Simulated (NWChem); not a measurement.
Program: NWChem. System: HF₂Ga, charge 0, spin multiplicity 1, at a geometry optimised with PBE/def2-SVP. The structure started from a generated list of species. Level: PBE/def2-TZVPP.

Job file:

```
start mol
memory heap 200 mb stack 900 mb global 1100 mb
geometry units angstroms nocenter noautoz
  Ga     0.000000     0.000000    -0.321683
  H      0.000000     0.000000    -1.874125
  F      1.461457     0.000000     0.658128
  F     -1.461457     0.000000     0.658128
  symmetry group C2v
end
basis spherical
  * library def2-tzvpp
end
dft
  xc xpbe96 cpbe96
  semidirect memsize 60000000 filesize 0
  iterations 100
end
task dft energy
```

Output (cleaned and shortened):

```
             Northwest Computational Chemistry Package (NWChem) 7.3.0
             --------------------------------------------------------

                                NWChem Input Module
                                -------------------

 Scaling coordinates for geometry "geometry" by  1.889725989
 (inverse scale =  0.529177249)

 Turning off AUTOSYM since
 SYMMETRY directive was detected!

                             Geometry "geometry" -> ""
                             -------------------------

 Output coordinates in angstroms (scale by  1.889725989 to convert to a.u.)

  No.       Tag          Charge          X              Y              Z
 ---- ---------------- ---------- -------------- -------------- --------------
    1 Ga                  31.0000     0.00000000     0.00000000    -0.32168300
    2 H                    1.0000     0.00000000     0.00000000    -1.87412500
    3 F                    9.0000     1.46145700     0.00000000     0.65812800
    4 F                    9.0000    -1.46145700     0.00000000     0.65812800

 Effective nuclear repulsion energy (a.u.)     196.3090646250

            Nuclear Dipole moment (a.u.)
            ----------------------------
        X                 Y               Z
 ---------------- ---------------- ----------------
     0.0000000000     0.0000000000     0.0000113384

      Symmetry information
      --------------------

 Group name             C2v
 Group number             16
 Group order               4
 No. of unique centers     3

      Symmetry unique atoms

     1    2    3


 Summary of "ao basis" -> "" (spherical)
 ------------------------------------------------------------------------------
       Tag                 Description            Shells   Functions and Types
 ---------------- ------------------------------  ------  ---------------------
 *                         def2-tzvpp                 on all atoms

  pbe96 is a nonlocal functional; adding pw91lda local functional.

                                 NWChem DFT Module
                                 -----------------

 Summary of "ao basis" -> "ao basis" (spherical)
 ------------------------------------------------------------------------------
       Tag                 Description            Shells   Functions and Types
 ---------------- ------------------------------  ------  ---------------------
 Ga                        def2-tzvpp               16       48   6s5p4d1f
 H                         def2-tzvpp                6       14   3s2p1d
 F                         def2-tzvpp               11       31   5s3p2d1f

 Summary of "ao basis" -> "ao basis" (spherical)
 ------------------------------------------------------------------------------
       Tag                 Description            Shells   Functions and Types
 ---------------- ------------------------------  ------  ---------------------
 Ga                        def2-tzvpp               16       48   6s5p4d1f
 H                         def2-tzvpp                6       14   3s2p1d
 F                         def2-tzvpp               11       31   5s3p2d1f

      Symmetry analysis of basis
      --------------------------

        a1         49
        a2         16
        b1         35
        b2         24

            General Information
            -------------------
          SCF calculation type: DFT
          Wavefunction type:  closed shell.
          No. of atoms     :     4
          No. of electrons :    50
           Alpha electrons :    25
[...]
 d= 0,ls=0.0,diis     4  -2124.8264236787 -4.35D-04  7.03D-04  8.96D-02     2.0
 d= 0,ls=0.0,diis     5  -2124.8295818020 -3.16D-03  1.53D-04  7.80D-04     2.1
  Resetting Diis
 d= 0,ls=0.0,diis     6  -2124.8296406297 -5.88D-05  1.60D-05  4.33D-06     2.2
 d= 0,ls=0.0,diis     7  -2124.8296409191 -2.89D-07  1.29D-05  7.67D-07     2.3
 d= 0,ls=0.0,diis     8  -2124.8296406257  2.93D-07  6.42D-06  4.39D-06     2.4

         Total DFT energy =    -2124.829640625679
      One electron energy =    -3354.601867867338
           Coulomb energy =     1129.354962951288
    Exchange-Corr. energy =      -95.891800334596
 Nuclear repulsion energy =      196.309064624966

 Numeric. integr. density =       49.999983270534

     Total iterative time =      1.8s

                  Occupations of the irreducible representations
                  ----------------------------------------------

                     irrep           alpha         beta
                     --------     --------     --------
                     a1               12.0         12.0
                     a2                2.0          2.0
                     b1                7.0          7.0
                     b2                4.0          4.0

                       DFT Final Molecular Orbital Analysis
                       ------------------------------------

 Vector   23  Occ=2.000000D+00  E=-3.350465D-01  Symmetry=a2
              MO Center=  1.1D-13,  6.1D-17,  6.3D-01, r^2= 2.6D+00
   Bfn.  Coefficient  Atom+Function         Bfn.  Coefficient  Atom+Function
  ----- ------------  ---------------      ----- ------------  ---------------
    69      0.353584  3 F  py               100     -0.353584  4 F  py
    72      0.282125  3 F  py               103     -0.282125  4 F  py
    75      0.197368  3 F  py               106     -0.197368  4 F  py
    22     -0.102049  1 Ga d -2              37      0.041532  1 Ga d -2

 Vector   24  Occ=2.000000D+00  E=-3.278013D-01  Symmetry=b1
              MO Center= -1.8D-14,  4.6D-16,  6.2D-01, r^2= 2.6D+00
   Bfn.  Coefficient  Atom+Function         Bfn.  Coefficient  Atom+Function
  ----- ------------  ---------------      ----- ------------  ---------------
    68      0.276799  3 F  px                99      0.276799  4 F  px
    70     -0.227880  3 F  pz               101      0.227880  4 F  pz
    71      0.218402  3 F  px               102      0.218402  4 F  px
    73     -0.181369  3 F  pz               104      0.181369  4 F  pz
    74      0.148787  3 F  px               105      0.148787  4 F  px

 Vector   25  Occ=2.000000D+00  E=-3.194916D-01  Symmetry=a1
              MO Center=  1.4D-14, -1.2D-15, -4.6D-02, r^2= 3.2D+00
   Bfn.  Coefficient  Atom+Function         Bfn.  Coefficient  Atom+Function
  ----- ------------  ---------------      ----- ------------  ---------------
    70      0.298453  3 F  pz               101      0.298453  4 F  pz
    73      0.238480  3 F  pz               104      0.238480  4 F  pz
    51      0.185138  2 H  s                 50      0.178827  2 H  s
    76      0.162844  3 F  pz               107      0.162844  4 F  pz
    18     -0.145399  1 Ga pz                24     -0.141099  1 Ga d  0

 Vector   26  Occ=0.000000D+00  E=-8.190959D-02  Symmetry=b2
              MO Center=  8.2D-15, -4.4D-13, -5.0D-01, r^2= 3.4D+00
   Bfn.  Coefficient  Atom+Function         Bfn.  Coefficient  Atom+Function
  ----- ------------  ---------------      ----- ------------  ---------------
    20      0.617981  1 Ga py                17      0.510399  1 Ga py
    11     -0.193114  1 Ga py                69     -0.136068  3 F  py
   100     -0.136068  4 F  py                38     -0.115870  1 Ga d -1
    75     -0.110253  3 F  py               106     -0.110253  4 F  py
    72     -0.105541  3 F  py               103     -0.105541  4 F  py

 Vector   27  Occ=0.000000D+00  E=-7.628226D-02  Symmetry=a1
              MO Center=  2.9D-15,  3.4D-13, -3.9D-01, r^2= 3.4D+00
   Bfn.  Coefficient  Atom+Function         Bfn.  Coefficient  Atom+Function
  ----- ------------  ---------------      ----- ------------  ---------------
     6      0.988731  1 Ga s                 51     -0.543837  2 H  s
     5      0.508389  1 Ga s                 50     -0.229447  2 H  s
    67     -0.220184  3 F  s                 98     -0.220184  4 F  s
     4     -0.208207  1 Ga s                  3     -0.161010  1 Ga s
    68      0.149964  3 F  px                99     -0.149964  4 F  px

 Vector   28  Occ=0.000000D+00  E= 4.362699D-04  Symmetry=b1
              MO Center=  5.8D-14, -3.5D-15, -8.4D-01, r^2= 4.6D+00
   Bfn.  Coefficient  Atom+Function         Bfn.  Coefficient  Atom+Function
  ----- ------------  ---------------      ----- ------------  ---------------
    19      0.928704  1 Ga px                16      0.306623  1 Ga px
    40      0.228314  1 Ga d  1              67     -0.226996  3 F  s
    98      0.226996  4 F  s                 76      0.121387  3 F  pz
   107     -0.121387  4 F  pz                10     -0.120744  1 Ga px
    25     -0.118010  1 Ga d  1              70      0.108206  3 F  pz

 center of mass
 --------------
 x =   0.00000000 y =   0.00000000 z =   0.01655877

 moments of inertia (a.u.)
 ------------------
          96.853039653064           0.000000000000           0.000000000000
           0.000000000000         386.665315937828           0.000000000000
           0.000000000000           0.000000000000         289.812276284763

     Multipole analysis of the density
     ---------------------------------

     L   x y z        total         alpha         beta         nuclear
     -   - - -        -----         -----         ----         -------
     0   0 0 0      0.000000    -25.000000    -25.000000     50.000000

     1   1 0 0     -0.000000     -0.000000     -0.000000      0.000000
     1   0 1 0     -0.000000     -0.000000     -0.000000      0.000000
     1   0 0 1     -0.953794     -0.476903     -0.476903      0.000011

     2   2 0 0    -23.785071    -80.538066    -80.538066    137.291061
     2   1 1 0     -0.000000     -0.000000     -0.000000      0.000000
     2   1 0 1     -0.000000     -0.000000     -0.000000      0.000000
     2   0 2 0    -17.083395     -8.541697     -8.541697      0.000000
     2   0 1 1     -0.000000     -0.000000     -0.000000      0.000000
     2   0 0 2    -20.111193    -35.975466    -35.975466     51.839739

 Task  times  cpu:        2.4s     wall:        2.4s

 Total times  cpu:        2.4s     wall:        2.4s
```
